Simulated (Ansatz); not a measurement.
One geometry of HfGe₁₀, several levels of theory.

```yaml
crystal:
  periodic: [false, false, false]
  atoms:
    - {symbol: Hf, position_ang: [0.734683, 1.044449, -3.794612]}
    - {symbol: Ge, position_ang: [4.284832, 1.793236, -2.056893]}
    - {symbol: Ge, position_ang: [2.919428, -0.680931, -2.535504]}
    - {symbol: Ge, position_ang: [2.147879, -1.891184, -0.383419]}
    - {symbol: Ge, position_ang: [4.097035, 2.166709, 0.381630]}
    - {symbol: Ge, position_ang: [2.170239, 3.468197, -0.675175]}
    - {symbol: Ge, position_ang: [0.022988, 2.171930, -1.474723]}
    - {symbol: Ge, position_ang: [0.428261, -0.630818, -1.831902]}
    - {symbol: Ge, position_ang: [1.985362, 3.325802, -3.230272]}
    - {symbol: Ge, position_ang: [3.452105, 1.035153, -4.331955]}
    - {symbol: Ge, position_ang: [2.143588, 0.589557, 0.162726]}
basis:
  gaussian: {orbitals: def2-TZVP, fitting: {mean_field: def2-universal-jkfit}, initial_orbitals: start.molden}
hamiltonian: {xc: hf}
scf: {omitted_lower_state_checks: [starts]}
output: {orbitals: {seedname: orbitals}}
```

The file start.molden holds the orbitals of an earlier run on this structure, at another level or in another basis.

```sh
$ ansatz run in.yaml --threads 2 --pin off --events-out ev --progress --plain --max-ram 32768MiB --backend cuda --devices 0, --max-vram 18GiB
```

Output, abridged:

```
Functional definition: HF
  name "HF"
  cite "Fock, Z. Phys. 61, 126 (1930) doi:10.1007/BF01340294"
  parent pbe
  exchange = exact_x
  correlation = 0
these checks for a lower state are left out or cut short: starts
2887 factors; integrals over basis functions are off by at most 2.1e-1 eV
mean field evaluation 1: about -566025.3019 eV, gradient 7.1e1 eV
mean field evaluation 2: about -566028.6446 eV, gradient 4.2e0 eV
mean field evaluation 4: about -566028.8432 eV, gradient 3.7e-3 eV
mean field -566028.84316016 eV, -20801.1763180062 hartree, gradient 2.4e-5 eV, S^2 0.000000; 0 other end points of the search recorded, 0 dependent functions left out
reference -566028.84316016 eV, -20801.1763180062 hartree; 166, 166 occupied and 354, 354 virtual orbitals, 2887 factors
Total energy: -566028.84316016 eV, -20801.1763180062 hartree
Checks for a lower state left out: starts
```

Hardware: 2 threads of AMD EPYC 7R13 on a shared host and a share (18 GiB) of an NVIDIA H100 80GB HBM3. Wall time 6.5 s, peak host memory 1 GiB.

Geometry: PBE-D4/def2-SVP.

In the def2 sets Hf takes a core potential; there is no spin–orbit coupling. Single mean-field runs in def2-TZVP are fitted with def2-universal-jkfit. The restricted singlet is unstable: a solution with broken spin symmetry lies lower. The structure comes from a short search, and lower isomers may exist.
